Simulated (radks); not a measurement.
Results of a calculation; reference values are marked as such.
Ionisation of neutral krypton, [Kr], to Kr+, [Ar] 3d10 4s2 4p5, under several functionals. Dirac Kohn-Sham, spin-unpolarised, spherical densities, point nucleus; open shells are shared between the two j in proportion to 2j + 1; a radial shooting solver on a logarithmic mesh with Libxc functionals. Known Delta-SCF values: XLYP 14.163 eV. What does SOGGA give, and what is its highest occupied eigenvalue?

Answer. 14.205 eV by Delta-SCF; the 4p3/2 eigenvalue is -8.948 eV. NIST: 14.000 eV (measured).

Beside tabulated values, note that spin-unpolarised runs miss the spin-polarisation part of the exchange energy of open shells.
